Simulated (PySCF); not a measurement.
C2H6Si (SMILES C[Si]C), singlet, at a GFN2-xTB geometry, with bond 3-2 at 1.3 times its length; HF/STO-3G run with PySCF.

Here is a job for PySCF.
```python
from pyscf import gto, scf

mol = gto.M(
    atom='''
Si   -0.257819    0.115614    0.699275
C     0.747147    1.267276   -0.472566
H     0.979317    2.535880    0.109491
H     0.225133    1.433692   -1.415471
H     1.720918    0.837868   -0.710368
C    -0.405789   -1.420352   -0.453292
H     0.574483   -1.792264   -0.753309
H    -0.956233   -1.180776   -1.363668
H    -0.928731   -2.241784    0.032944
''',
    basis='sto-3g',
    charge=0,
    spin=0,
    verbose=4,
)

mf = scf.RHF(mol)
mf.diis = False
mf.damp = 0.3
mf.diis_start_cycle = 200
mf.max_cycle = 150
mf.kernel()
mf.analyze()
```

The log (banner, timings and long lists left out):

```
PySCF version 2.14.0

[INPUT] verbose = 4
[INPUT] num. atoms = 9
[INPUT] num. electrons = 32
[INPUT] charge = 0
[INPUT] spin (= nelec alpha-beta = 2S) = 0
[INPUT] symmetry False subgroup None
[INPUT] Mole.unit = angstrom
[INPUT] Symbol           X                Y                Z      unit          X                Y                Z       unit  Magmom
[...]
nuclear repulsion = 95.4168412331609
number of shells = 17
number of NR pGTOs = 75
number of NR cGTOs = 25
basis = sto-3g
ecp = {}

******** <class 'pyscf.scf.hf.RHF'> ********
method = RHF
initial guess = minao
damping factor = 0.3
level_shift factor = 0
DIIS disabled
SCF conv_tol = 1e-09
SCF conv_tol_grad = None
SCF max_cycles = 150
direct_scf = True
direct_scf_tol = 1e-13
Set gradient conv threshold to 3.16228e-05
Initial guess from minao.
init E= -363.397886233612
[...]
cycle= 1 E= -363.788742534549  delta_E= -0.391  |g|= 0.19  |ddm|= 3.34
[...]
cycle= 2 E= -363.802859160594  delta_E= -0.0141  |g|= 0.0719  |ddm|= 0.299
[...]
cycle= 3 E= -363.80521950862  delta_E= -0.00236  |g|= 0.0345  |ddm|= 0.111
[...]
cycle= 4 E= -363.805780529125  delta_E= -0.000561  |g|= 0.0171  |ddm|= 0.0544
[...]
cycle= 5 E= -363.805921783963  delta_E= -0.000141  |g|= 0.00858  |ddm|= 0.0278
[...]
cycle= 6 E= -363.805958570002  delta_E= -3.68e-05  |g|= 0.00436  |ddm|= 0.0145
[...]
cycle= 7 E= -363.805968401337  delta_E= -9.83e-06  |g|= 0.00224  |ddm|= 0.00764
[...]
cycle= 8 E= -363.805971087835  delta_E= -2.69e-06  |g|= 0.00116  |ddm|= 0.00406
[...]
cycle= 9 E= -363.805971836753  delta_E= -7.49e-07  |g|= 0.00061  |ddm|= 0.00217
[...]
cycle= 10 E= -363.805972049388  delta_E= -2.13e-07  |g|= 0.000323  |ddm|= 0.00117
[...]
cycle= 11 E= -363.80597211079  delta_E= -6.14e-08  |g|= 0.000172  |ddm|= 0.000632
[...]
cycle= 12 E= -363.8059721288  delta_E= -1.8e-08  |g|= 9.29e-05  |ddm|= 0.000344
[...]
cycle= 13 E= -363.80597213416  delta_E= -5.36e-09  |g|= 5.05e-05  |ddm|= 0.000188
[...]
cycle= 14 E= -363.805972135777  delta_E= -1.62e-09  |g|= 2.76e-05  |ddm|= 0.000103
[...]
cycle= 15 E= -363.805972136271  delta_E= -4.94e-10  |g|= 1.52e-05  |ddm|= 5.67e-05
[...]
Extra cycle  E= -363.805972136462  delta_E= -1.91e-10  |g|= 5.58e-06  |ddm|= 4.48e-05
converged SCF energy = -363.805972136462
**** SCF Summaries ****
Total Energy =                        -363.805972136461662
Nuclear Repulsion Energy =              95.416841233160923
One-electron Energy =                 -693.920976768364994
Two-electron Energy =                  234.698163398742395
Two-electron Coulomb Energy =          267.692278933237617
DFT Exchange-Correlation Energy =      -32.994115534495222
HOMO-LUMO gap [eV] =                    11.989561086125274
**** MO energy ****
[...]
 ** Mulliken pop on meta-lowdin orthogonal AOs  **
 ** Mulliken pop  **
[...]
 ** Mulliken atomic charges  **
charge of    0Si =      0.47917
charge of    1C =     -0.24484
charge of    2H =     -0.03174
charge of    3H =      0.01732
charge of    4H =      0.01757
charge of    5C =     -0.29520
charge of    6H =      0.02001
charge of    7H =      0.02039
charge of    8H =      0.01733
Dipole moment(X, Y, Z, Debye): -0.12127, -0.23010,  0.07124
```
